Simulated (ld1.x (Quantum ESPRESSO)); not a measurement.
## Plane-wave convergence, ultrasoft potential for Ta (Z = 73)

* Element: Ta
* Generator: ld1.x (Quantum ESPRESSO) 7.5
* Type: ultrasoft
* Functional: PBEsol
* Relativity: scalar-relativistic
* Frozen core: [Kr] 4d10 4f14 5s2
* Valence charge: 11
* Reference configuration: 5p6 5d3 6s1.5 6p0.5
* Partial waves: 6s (bound): rcut 2.40, rcutus 3.10 bohr; 6s channel at 2.05 Ry: rcut 2.40, rcutus 3.10 bohr; 5p (bound): rcut 2.50, rcutus 2.70 bohr; 6p (bound): rcut 2.50, rcutus 2.70 bohr; 5d (bound): rcut 2.30, rcutus 2.85 bohr; 5d channel at 0.05 Ry: rcut 2.30, rcutus 2.85 bohr
* Local potential: all-electron potential smoothed inside 2.85 bohr (lloc = -1)
* Core correction: none
* Augmentation charge: PSQ, radius 2.10 bohr

The pseudo-atom Hamiltonian at the reference potential is diagonalised in spherical Bessel functions j_l(qr) that vanish at 20 bohr, with q² up to the cutoff. All-electron valence levels (Ry): 6s -0.4394, 5p -2.9549, 6p -0.1289, 5d -0.3156.

**Question.** How do the lowest levels (Ry) of each channel move with the cutoff, and are there ghosts?

**Answer.**

```
cutoff (Ry)     s #1     p #1     p #2     d #1    f #1    f #2  Σ f·Δε (mRy)
          8  -0.4395  -2.9307  -0.1287  -0.2990  0.0923  0.2116         194.6
         10  -0.4395  -2.9516  -0.1288  -0.3125  0.0923  0.2116          29.1
         12  -0.4395  -2.9544  -0.1288  -0.3152  0.0923  0.2116           4.0
         15  -0.4395  -2.9545  -0.1289  -0.3154  0.0923  0.2116           2.7
         18  -0.4395  -2.9547  -0.1289  -0.3155  0.0923  0.2116           1.1
         21  -0.4395  -2.9548  -0.1289  -0.3156  0.0923  0.2116           0.4
         25  -0.4395  -2.9548  -0.1289  -0.3156  0.0923  0.2116           0.3
         30  -0.4395  -2.9549  -0.1289  -0.3156  0.0923  0.2116           0.1
        400  -0.4395  -2.9549  -0.1289  -0.3156  0.0923  0.2116           0.0
```

Result: no extra level below or beside the all-electron valence levels (s, p, d, f tested); 10 mRy is reached at 12 Ry and 1 mRy at 21 Ry.
